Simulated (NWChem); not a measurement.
Correlation energy of C₂H₇Al

SMILES: [CH3][AlH][CH3]
```xyz
10

Al     0.0000     0.0000    -0.5030
C      1.7273     0.0000     0.4228
H      2.3271    -0.8802     0.1312
H      1.6440     0.0000     1.5210
H      2.3271     0.8802     0.1312
C     -1.7273     0.0000     0.4228
H     -2.3271     0.8802     0.1312
H     -1.6440     0.0000     1.5210
H     -2.3271    -0.8802     0.1312
H      0.0000     0.0000    -2.1016
```
Charge 0, spin multiplicity 1.

Program: NWChem. All single points use one geometry, from PBE0/def2-SVP, a minimum by its harmonic frequencies.

Basis set: 3-21G. Each correlation energy counts from its own Hartree-Fock reference.

The correlated methods keep 7 core orbitals frozen. The structure started from a generated list of species. Coupled-cluster values serve here as a point of comparison, not as the truth.

```tsv
method	correlation energy (mHa)
SCS-MP2	-228.9
CCSD	-257.7
CR-CCSD(T)	___
CR-CCSD[T]	___
CCSD+T(CCSD)	___
CCSD(T)	-263.3
MP2	-219.2
```

What belongs in the gaps?


- CR-CCSD(T), correlation energy (mHa): -262.2
- CR-CCSD[T], correlation energy (mHa): -262.4
- CCSD+T(CCSD), correlation energy (mHa): -263.5
